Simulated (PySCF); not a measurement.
Compound: C5H8NSi (charge -1).
Structure used (GFN2-xTB), in Å, numbered top down from 1:
```
atom  x, y, z in Å
Si1   -2.5370   -0.0399    0.3656
N2    -1.1729   -0.5437   -0.4961
C3     0.1853   -0.1895   -0.2592
C4     1.2483   -0.5192   -1.0991
C5     2.4140   -0.0130   -0.5204
C6     2.0655    0.6257    0.6661
C7     0.6825    0.5204    0.8300
H8    -2.8369    1.4129    0.4319
H9    -3.6816   -0.6730   -0.3252
H10   -2.5196   -0.5007    1.7685
H11   -1.2831   -0.9379   -1.4190
H12    1.1746   -1.0705   -2.0307
H13    3.4144   -0.1014   -0.9291
H14    2.7484    1.1215    1.3470
H15    0.0937    0.9160    1.6477
```

Computed at PBE0/pcSseg-1 (PySCF, non-relativistic), with Q(14N) = 0.02044 b: N2, 14N (I = 1): χzz = -4.543 MHz, η = 0.258.

Q: Where would the pure quadrupole (NQR) lines of 14N at N2 fall for the rigid, isolated species?

A: From ν± = (3/4)|χ|(1 ± η/3) and ν0 = |χ|η/2: ν+ 3.701 MHz, ν− 3.114 MHz, ν0 0.587 MHz (silicon-bound nitrogen).

In a crystal, neighbours and librations shift these lines. The pcSseg-1 basis has no diffuse functions, a weakness for an anion. The HOMO energy is positive at this level (+0.43 eV), so the outermost electrons may be held by the finite basis alone. GFN2-xTB bond lengths can be off by several hundredths of an ångström, more for odd bonds, and the gradients follow them. With a basis this small, the couplings can be 20 % off.

These values come from a run that also computed NMR shieldings. Time: 41 s (grids of density and orbitals included); peak memory 0.82 GiB. Hardware: one thread of an Intel Xeon (shared host).

One conformer stands for the species.
